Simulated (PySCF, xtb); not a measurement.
Al(Me)(Cl) (CH3AlCl), SMILES [CH3][Al+][Cl], charge +1.

Harmonic wavenumbers (cm⁻¹) from GFN2-xTB run with xtb at its own minimum, in rising order: 217, 217, 489, 652, 652, 801, 1214, 1324, 1324, 2900, 2901, 2905.

Problem. What does PySCF with B3LYP-D3(BJ)/def2-TZVP give at its own minimum? (An estimate is asked for; the answer gives what the named calculation found.)

Solution. 128, 128, 472, 740, 740, 774, 1228, 1421, 1421, 3032, 3125, 3125. Paired by order, the mean absolute difference is 98 cm⁻¹ and the zero-point energies are 22.3 and 23.3 kcal/mol.
